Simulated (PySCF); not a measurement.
Ga(H)2(Vi), SMILES C=[CH][GaH2], B3LYP/def2-SVP optimised geometry.

```
8

Ga     0.21     1.27     0.00
H      1.79     1.27     0.00
H     -0.61     2.61     0.00
C     -0.69    -0.48     0.00
C      0.00    -1.63     0.00
H     -1.79    -0.55     0.00
H     -0.48    -2.61     0.00
H      1.10    -1.64     0.00
```

Density from B3LYP/def2-TZVP run with PySCF 2.14.0 at that geometry.

Minimum of the electron density along straight lines between bonded atoms, close to the bond critical point (lines longer than 1.1 times the sum of covalent radii, or with two minima, are not listed):

| bond | length / Å | ρ at the minimum / e bohr⁻³ | ∇²ρ there / e bohr⁻⁵ | position (fraction from the first atom) |
|---|---|---|---|---|
| Ga1–H2 | 1.577 | 0.113 | 0.14 | 0.60 |
| Ga1–H3 | 1.575 | 0.113 | 0.14 | 0.60 |
| Ga1–C4 | 1.962 | 0.115 | ___ | 0.48 |
| C4–C5 | 1.345 | ___ | -1.05 | 0.49 |
| C4–H6 | 1.099 | 0.275 | -0.94 | 0.64 |
| C5–H7 | 1.098 | 0.278 | -0.97 | 0.65 |
| C5–H8 | 1.097 | 0.279 | -0.98 | 0.65 |

Q: What belongs in the gaps?

A: 
- Ga1–C4, ∇²ρ there / e bohr⁻⁵: 0.23
- C4–C5, ρ at the minimum / e bohr⁻³: 0.345
